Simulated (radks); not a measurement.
The numbers below are computed, except where a source is named.
Charge is removed step by step from the 4p up level of neutral arsenic, starting from [Ar] 3d10 4s2 4p(up 3, down 0). Code: a radial shooting solver on a logarithmic mesh with Libxc functionals. Model: scalar-relativistic Kohn-Sham, PBE, spin-polarised, spherical densities, finite nucleus; Fermi nuclear charge, rms radius 4.0968 fm.

| removed (e) | E - E(0) (eV) | eigenvalue (eV) | E minus straight line (eV) |
|---|---|---|---|
| 0 | 0.000 | -5.920 | 0.000 |
| 0.1 | 0.630 | -6.679 | -0.360 |
| 0.2 | 1.336 | -7.453 | -0.644 |
| 0.3 | 2.121 | -8.240 | -0.849 |
| 0.4 | 2.984 | -9.040 | -0.976 |
| 0.5 | 3.929 | -9.852 | -1.021 |
| 0.6 | 4.955 | -10.676 | -0.985 |
| 0.7 | 6.064 | -11.511 | -0.866 |
| 0.8 | 7.257 | -12.357 | -0.663 |
| 0.9 | 8.535 | -13.213 | -0.374 |
| 1 | 9.900 | -14.079 | 0.000 |

Removing the whole electron costs 9.900 eV by Delta-SCF, against 5.920 eV from minus the eigenvalue at the starting occupation. Slater's transition state (half an electron removed) gives 9.852 eV. Integrating minus the eigenvalue over the occupation (Janak's theorem) gives 9.901 eV. In this scalar-relativistic scheme the density is built from large components alone, so the theorem holds only approximately. The mean slope of the eigenvalue, de/dn, is 8.16 eV per electron. Ionisation energy of As in the NIST Atomic Spectra Database: 9.789 eV (measured).
